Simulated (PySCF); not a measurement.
Sn(Me)(NH2) (CH5NSn), SMILES [CH3][Sn][NH2] (connectivity only; charge and spin as stated), neutral, multiplicity 1.

Geometry optimised at B3LYP-D3(BJ)/def2-SVP. The def2 effective core potentials stand for the cores of Sn; spin–orbit coupling is left out. The values are those of a single conformer.

These are TDA-CAM-B3LYP/def2-SVPD (PySCF 2.14.0) values and carry that method's errors.

Vertical excitations. Gas-phase values at a fixed geometry.

Computed lowest excited states:
| state | energy (eV) | λ (nm) | f | main pairs |
|---|---|---|---|---|
| S1 | 3.40 | 365 | 0.043 | HOMO→LUMO 97 % |
| S2 | 5.16 | 240 | 0.041 | HOMO−1→LUMO 82 % |
| S3 | 5.77 | 215 | 0.307 | HOMO→LUMO+1 76 % |
| S4 | 5.85 | 212 | 0.049 | HOMO−2→LUMO 95 % |
| S5 | 6.06 | 204 | 0.015 | HOMO→LUMO+2 96 % |
| S6 | 6.26 | 198 | 0.044 | HOMO−1→LUMO+1 88 % |
| S7 | 6.51 | 191 | 0.564 | HOMO→LUMO+3 87 % |
| S8 | 7.08 | 175 | 0.030 | HOMO−1→LUMO+2 76 % |
| S9 | 7.37 | 168 | 0.030 | HOMO→LUMO+4 93 % |
| S10 | 7.61 | 163 | 0.003 | HOMO−1→LUMO+3 78 % |
| T1 | 2.39 | 518 | 0 | HOMO→LUMO 98 % |
| T2 | 3.71 | 334 | 0 | HOMO−1→LUMO 97 % |
| T3 | 4.57 | 271 | 0 | HOMO→LUMO+1 84 % |
| T4 | 5.17 | 240 | 0 | HOMO−2→LUMO 95 % |
Triplets are in the Tamm–Dancoff approximation.
